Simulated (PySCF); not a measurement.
**FCeN, singlet: data card**

All numbers come from B3LYP in PySCF with Ce def2-SVP with ECP28, N def2-SVP, F def2-SVP; scalar-relativistic core potentials, no spin–orbit coupling; density-fitted integrals.

The structure is a minimum.

Coordinates in bohr (charge 0 multiplicity 1):
```
Ce   -0.1504    0.0000   -0.3592
N    -3.0509    0.0000    1.0738
F     3.3461    0.0000    1.4624
```

* Point group: Cs
* Bond lengths: Ce–F 2.086 Å, Ce–N 1.712 Å
* Bond angles: F–Ce–N 126.2°
* Principal polarisabilities: 26.3, 31.0, 47.8 bohr³
* Zero-point energy: 9.9 kJ/mol
* Principal quadrupole moments (Buckingham, traceless) about the centre of mass: -17.31, 6.20, 11.11 D Å
* Entropy at 298.15 K and 1 bar: 290.0 J/(mol K)
* Rotational constants: 0.9417, 0.1687, 0.1431 cm⁻¹
* Lowest empty level: -1.97 eV
* Dipole moment: 5.45 D
* Rotational symmetry number: 1
* Heat capacity Cp at 298.15 K: 47.8 J/(mol K)
* Enthalpy at 298.15 K above 0 K: 12.46 kJ/mol
* Highest occupied level: -5.54 eV

Harmonic modes (masses in u: Ce 139.905, N 14.003, F 18.998):
```csv
symmetry,ω (cm⁻¹),IR (km/mol),μ (u)
a',98,50.8,17.42
a',540,145,21.20
a',1023,155,15.21
```

Charges (e):
```tsv
atom	Mulliken	Löwdin	polar tensor	Mayer order to Ce1
Ce1	0.70	0.27	1.78	–
N2	-0.29	-0.05	-1.01	3.05
F3	-0.41	-0.21	-0.77	1.01
```

Mulliken populations on Ce1 (electrons outside its core potential): s 4.11, p 12.08, d 11.92, f 1.16.

Outer orbital energies (eV). occupied: -22.27, -13.83, -9.96, -9.91, -9.82, -6.45, -6.24, -5.54; empty: -1.97, -1.46, -1.46, -1.25.

Formally Ce is in oxidation state +4, with 0 electrons left for the f, d and s shells; the Mulliken f population is 1.16.

This need not be the most stable arrangement of these atoms.

The final relaxation and frequency run took about 2.4 core-minutes on a shared host.
